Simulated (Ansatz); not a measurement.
Molecule: CLiN (charge 0, singlet). 
Structure (B3LYP-D3(BJ)/def2-TZVP (Ansatz, a quantum-chemistry and plane-wave program) minimum search):
```xyz
3

Li     0.0000     0.0000    -2.0557
C      0.0000     0.0000    -0.1501
N      0.0000     0.0000     1.0096
```

Basis-set convergence of Hartree-Fock and MP2 correlation energies (hartree) with Ansatz. Valence correlation only, unless marked. Spin-orbit coupling is left out. No relativistic terms.

```csv
basis,functions,E(HF),"E(corr, MP2)"
def2-SVP,37,-99.69577,-0.28032
def2-TZVPP,81,-99.81310,-0.34278
def2-QZVPP,149,-99.81738,-0.36639
```

Extrapolating the two largest sets (X = 3 and 4) as X^-3: E(corr) = (64·(-0.36639) - 27·(-0.34278))/37 = -0.3836 Eh, an estimate of the basis-set limit. The largest set recovers 95.5 % of it, the smallest 73.1 %.
